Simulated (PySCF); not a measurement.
C5H7F, SMILES CC1=CC[C@@H]1F. Coordinates come from a PBE-D3(BJ)/def2-SVP optimisation. The structure was generated by enumeration; whether it is a known compound was not checked.

Task: Give the equilibrium geometry at PBE-D3(BJ)/def2-SVP (PySCF confirms it by a frequency run) as a Z-matrix. (Estimate from the structure and the level; the computed values follow.)

Result: 
```
C
C 1 1.3574
H 2 1.1023 1 132.75
C 1 1.4859 2 136.79 3 5.30
H 4 1.1074 1 111.86 2 2.07
H 4 1.1109 5 108.43 1 -121.83
H 4 1.1115 5 108.41 6 -115.17
C 1 1.5178 2 92.31 3 -173.13
F 8 1.3878 1 116.59 2 -122.91
H 8 1.1149 9 107.58 1 130.02
C 2 1.5191 3 131.98 1 -177.19
H 11 1.1098 2 115.04 3 -75.46
H 11 1.1118 12 109.02 8 130.43
```
Charge 0, spin multiplicity 1.
